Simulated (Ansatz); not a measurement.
`C[SiH2][AsH2]` + `S[S][GeH3]` → `[GeH3][S]S[AsH2]` + `C[SiH3]`  (cleavage of the As–Si bond)

Computed with Ansatz on PBE0-D4/def2-TZVP structures; ΔE is electronic, products minus reactants. CCSD(T)/CBS is the MP2 limit (def2-TZVPP, def2-QZVPP) plus CCSD(T) − MP2 in def2-TZVPP, frozen cores. This one scheme is used for every species. Functionals use def2-TZVPP. For As, Ge outer-core shells are correlated without core-valence functions, which leaves a few kJ/mol of doubt a bond. Scalar relativity is left out up to krypton. One conformer a species, not always the lowest.

```json
{"level": "revPBE-D4", "ΔE (kJ/mol)": "1.4"}
{"level": "BLYP-D4", "ΔE (kJ/mol)": "-5.0"}
{"level": "CAM-B3LYP", "ΔE (kJ/mol)": "7.7"}
{"level": "MP2/def2-TZVPP", "ΔE (kJ/mol)": "5.5"}
```

**Question.** What does CCSD(T)/CBS give? (Estimate.)

**Answer.** Computed: +7.7 kJ/mol. The listed levels differ from it by -6.3, -12.7, 0.0, -2.2 kJ/mol.

Largest T1 diagnostic among the species: 0.013.

From BLYP to BHLYP (50 % exact exchange), in def2-TZVPP and without D4, ΔE moves by +6.6 kJ/mol. Leaving LDA and LC-ωPBE aside and taking each functional with its dispersion term where it has one, the values, not all of them listed here, spread over 15.3 kJ/mol, from BLYP-D4 to PBE-QIDH. The D4 term adds −4.5 kJ/mol with B3LYP and −2.3 kJ/mol with PBE0; it sums over pairs of atoms, weighted by their polarisabilities, and B3LYP, whose exchange is more repulsive, gets the larger term.

B3LYP here is the variant with VWN-RPA as its local correlation; programs differ in this.
